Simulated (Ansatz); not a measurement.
Input and output for CH₉AlSi₂, SMILES `[AlH2][CH2][SiH2][SiH3]`.

```yaml
crystal:
  periodic: [false, false, false]
  atoms:
    - {symbol: Al, position_ang: [-1.754254, 0.290876, 0.075192]}
    - {symbol: C, position_ang: [-0.805538, -1.325096, 0.435032]}
    - {symbol: Si, position_ang: [1.064263, -0.610606, 0.730191]}
    - {symbol: Si, position_ang: [1.182080, 0.846298, -0.927741]}
    - {symbol: H, position_ang: [-2.711607, 0.321185, -1.039938]}
    - {symbol: H, position_ang: [-1.783300, 1.686182, 1.120063]}
    - {symbol: H, position_ang: [-0.800765, -2.051957, -0.127917]}
    - {symbol: H, position_ang: [-1.135445, -1.619406, 1.565968]}
    - {symbol: H, position_ang: [2.156417, -1.627577, 0.653924]}
    - {symbol: H, position_ang: [1.278405, -0.031073, 2.136215]}
    - {symbol: H, position_ang: [1.240561, 0.344000, -2.294657]}
    - {symbol: H, position_ang: [-0.381709, 1.285508, -1.105089]}
    - {symbol: H, position_ang: [2.018464, 2.203633, -0.901701]}
basis:
  gaussian: {orbitals: "6-31++G**"}
magnetization: {spin_polarized: true, initial_magnetization: 2}
hamiltonian: {xc: {name: rPW86-PBE}, pseudopotentials: {relativity: none}}
scf: {lower_state_search: full}
```

```sh
$ ansatz run in.yaml --threads 4 --pin off --events-out ev --progress --plain --max-ram 10444MiB
```

It prints (some lines left out):

```
Functional definition: rPW86-PBE
1451 factors; their error is unknown
mean field evaluation 1: about -23534.4887 eV, gradient 5.8e1 eV
mean field evaluation 2: about -23420.8813 eV, gradient 1.1e2 eV
mean field evaluation 4: about -23543.4603 eV, gradient 3.0e1 eV
mean field evaluation 8: about -23554.0785 eV, gradient 6.5e0 eV
mean field evaluation 16: about -23554.4385 eV, gradient 3.4e0 eV
mean field evaluation 32: about -23552.1647 eV, gradient 1.2e1 eV
mean field evaluation 64: about -23554.4464 eV, gradient 3.5e-1 eV
mean field evaluation 96: about -23553.8050 eV, gradient 2.7e0 eV
mean field evaluation 192: about -23553.5403 eV, gradient 9.2e0 eV
mean field evaluation 224: about -23554.3710 eV, gradient 3.2e0 eV
mean field -23554.47799316 eV, -865.6111004499 hartree, gradient 6.4e-6 eV, S^2 2.003629; 14 other end points of the search recorded, 0 dependent functions left out
reference -23554.47819928 eV, -865.6111080247 hartree; 29, 27 occupied and 113, 115 virtual orbitals, 1451 factors
Total energy: -23554.47819928 eV, -865.6111080247 hartree
```

Run time 46 s (4 threads of an Arm Neoverse V1 on a shared host); peak host memory 0.6 GiB.
